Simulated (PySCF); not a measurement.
Several molecules and their computed UV-vis stick spectra, shuffled. Level of theory: PySCF, TDDFT CAM-B3LYP/def2-SVPD, vertical, gas phase, core orbitals frozen in the response. Geometries: PBE0-D3(BJ)/def2-SVP; one conformer of each isolated species. Triplets are in the Tamm–Dancoff approximation. Relativistic effects are left out although some hold elements past zinc. Ions are computed without counter-ions or solvent.

A. `[GeH3][GeH2][GeH3]`
B. `OCC(Cl)Cl`
C. `FC[SiH2][PH3+]`
D. `[SiH3][Cu]<-[PH3]`

Lowest singlet levels (six at most, fewer where fewer were computed) with oscillator strengths:

1. 176 nm (f 0.002); 170 nm (f 0.017); 166 nm (f 0.003); 162 nm (f 0.011); 159 nm (f 0.005); 155 nm (f 0.001); T1 6.42 eV
2. 284 nm (f 0.095 summed over 2 states); 241 nm (f 0.095); 236 nm (f 0.000 summed over 2 states); 232 nm (f 0.001 summed over 2 states); 228 nm (f 0.000); 228 nm (f 0.006 summed over 2 states); T1 3.73 eV
3. 175 nm (f 0.004); 159 nm (f 0.000); 156 nm (f 0.001); 154 nm (f 0.055); 145 nm (f 0.001); 143 nm (f 0.044); T1 6.57 eV
4. 181 nm (f 0.294); 179 nm (f 0.341); 174 nm (f 0.054); 173 nm (f 0.001); 168 nm (f 0.128); 165 nm (f 0.079); T1 5.95 eV

Question: Match each spectrum to its molecule.

Answer: 1 = B, 2 = D, 3 = C, 4 = A.
- A: S1 at 6.87 eV, HOMO→LUMO (54%), HOMO→LUMO+1 (36%); Löwdin shares by element: HOMO germanium 76%, hydrogen 6% or more (atoms not listed hold the other 18%); LUMO germanium 58%, hydrogen 10% or more (atoms not listed hold the other 32%); HOMO -9.00 and LUMO 0.53 eV.
- B: S1 at 7.04 eV, HOMO→LUMO (66%), HOMO-2→LUMO (21%); Löwdin shares by element: HOMO oxygen 40%, chlorine 30%, carbon 11% or more (atoms not listed hold the other 19%); LUMO chlorine 70%, carbon 23% or more; HOMO -10.03 and LUMO 0.69 eV.
- C: S1 at 7.07 eV, HOMO→LUMO (90%); Löwdin shares by element: HOMO fluorine 30%, carbon 30%, silicon 21%, hydrogen 5% or more; LUMO silicon 36%, phosphorus 18%, hydrogen 15% or more (atoms not listed hold the other 31%); HOMO -15.27 and LUMO -4.60 eV; point group Cs, 1 of its 6 listed states under f = 0.0005.
- D: S1 at 4.37 eV, HOMO→LUMO/LUMO+1 (≥94%); for S1 the Löwdin share of copper is 31% in HOMO and 40% in LUMO; HOMO -7.31 and LUMO -0.12 eV.
B and C have S1 within 0.04 eV of each other; their strongest listed levels stand at 7.29 eV (f 0.017) and 8.05 eV (f 0.055).

A slash joins orbitals within 0.01 eV of each other, whose weights are summed (≥ marks a lower bound).
